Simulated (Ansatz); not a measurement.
`[F][Nb]([Cl])([Cl])([Cl])[Cl]` → F• + `[Cl][Nb]([Cl])([Cl])[Cl]`• at 298.15 K and 1 bar (homolysis of the F–Nb bond).

Computed with Ansatz on PBE0-D4/def2-TZVP structures; ΔE is electronic, products minus reactants. CCSD(T)/CBS adds triple-zeta CCSD(T) − MP2 to the extrapolated MP2 energy (def2 sets, frozen cores). This one scheme is used for every species, atoms too. No spin–orbit coupling; open shells (•) take unrestricted orbitals. Spin–orbit coupling would lower the free atoms: a little for F. def2 core potentials past Kr. For Nb outer-core shells are correlated without core-valence functions, so the limit isn't a true one: a few kJ/mol of doubt a bond, and 10 to 20 or more in all where bonds break to atoms.

```csv
species,CCSD(T)/CBS energy (Eh),H − E (kJ/mol),S (J/(mol·K))
`[F][Nb]([Cl])([Cl])([Cl])[Cl]`,-1996.08183,45.6,399.9
F•,-99.66871,6.2,160.5
`[Cl][Nb]([Cl])([Cl])[Cl]`•,-1896.24491,35.7,384.7
```

H − E and S are ideal-gas, rigid-rotor, harmonic terms from PBE0-D4/def2-TZVP, with the whole ground term of open shells counted as degenerate. 1 Eh = 2625.50 kJ/mol, R = 8.31446 J/(mol·K).

Task: By hand: ΔE, ΔH, ΔS and ΔG.

Result: ΔE = (-99.66871) + (-1896.24491) − (-1996.08183) = 0.16821 Eh = 441.6 kJ/mol. Δ(H − E) = 6.2 + 35.7 − 45.6 = -3.7, so ΔH = 437.9 kJ/mol. ΔS = 160.5 + 384.7 − 399.9 = 145.3 J/(mol·K). ΔG = 437.9 − 298.15 × (145.3)/1000 = 394.6 kJ/mol.

Task: By hand: the equilibrium constant, and the temperature at which ΔG would vanish if ΔH and ΔS stayed fixed.

Result: log₁₀ K = −ΔG/(RT ln 10) = -69.1. ΔG = 0 at ΔH/ΔS = 3014 K, far beyond where these terms or the molecules hold.

The number of gas molecules changes by +1, which sets the sign of ΔS. A doubt of 5 kJ/mol in ΔE shifts log₁₀ K by 0.9 here. Modes under 60 cm⁻¹, often nearly free rotors, make the harmonic entropy too high. These are equilibria of isolated gas molecules and say nothing of rates. Largest T1 diagnostic: 0.021 (customary marks: 0.02 for closed shells, 0.045 for open ones).
